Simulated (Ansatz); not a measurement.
Start from `C[C@H]1B[Si@@H]1F` and change one atom or group to get `F[SiH]1BC1`.

Ansatz, PBE0-D4/def2-TZVP geometries, multiplicity 1. 

```csv
property,`C[C@H]1B[Si@@H]1F`
size of the dipole moment (B3LYP/def2-TZVPP) / D,2.00
HOMO energy (ωB97M-V/def2-TZVPP) / eV,-8.64
size of the dipole moment (PBE/def2-TZVPP) / D,2.01
HOMO–LUMO gap (PBE0/def2-TZVPP) / eV,5.41
LUMO energy (PBE/def2-TZVPP) / eV,-2.06
HOMO energy (B3LYP/def2-TZVPP) / eV,-6.44
```

Q: What does the change do to each property? (An estimate is asked.)

A: Computed: 
```tsv
property	`F[SiH]1BC1`	shift
size of the dipole moment (B3LYP/def2-TZVPP) / D	0.94	-1.06
HOMO energy (ωB97M-V/def2-TZVPP) / eV	-9.28	-0.64
size of the dipole moment (PBE/def2-TZVPP) / D	0.97	-1.04
HOMO–LUMO gap (PBE0/def2-TZVPP) / eV	5.51	0.10
LUMO energy (PBE/def2-TZVPP) / eV	-2.59	-0.53
HOMO energy (B3LYP/def2-TZVPP) / eV	-6.99	-0.55
```

With PBE0 the HOMO falls by 0.56 eV and the LUMO falls by 0.46 eV, so the gap widens by about 0.10 eV. PBE moves the HOMO by -0.40 eV and ωB97M-V by -0.64 eV. Dipoles are sizes alone; their direction can turn.

B3LYP here is the variant with VWN-RPA as its local correlation; programs differ in this.
